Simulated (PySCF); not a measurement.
```xyz
4
charge 0 multiplicity 1, angstrom
Sc    0.0000    0.0000    0.0000
F     1.8486    0.0000    0.0000
F    -0.9243    1.6009    0.0000
F    -0.9243   -1.6009    0.0000
```

These are results of B3LYP/[Sc def2-TZVP, F def2-TZVP], no relativity, density fitting, PySCF, not measurements.

This geometry of ScF3 is a stationary point at this level.

Task: What is the point group?

Result: D3h.

Task: Is it a minimum?

Result: Yes: all harmonic wavenumbers are real.

Task: What are the dipole moment and the gap between the highest occupied and lowest empty levels?

Result: 0.00 D and 7.76 eV.

Task: Give the ideal-gas entropy at 298.15 K and 1 bar by parts.

Result: translation 166.5, rotation 93.6, vibration 40.3, spin 0.0; total 300.4 J/(mol K).

Task: What is the atomisation energy, with and without zero-point energy?

Result: 1870 kJ/mol without, 1855 kJ/mol with.

This need not be the most stable arrangement of these atoms.
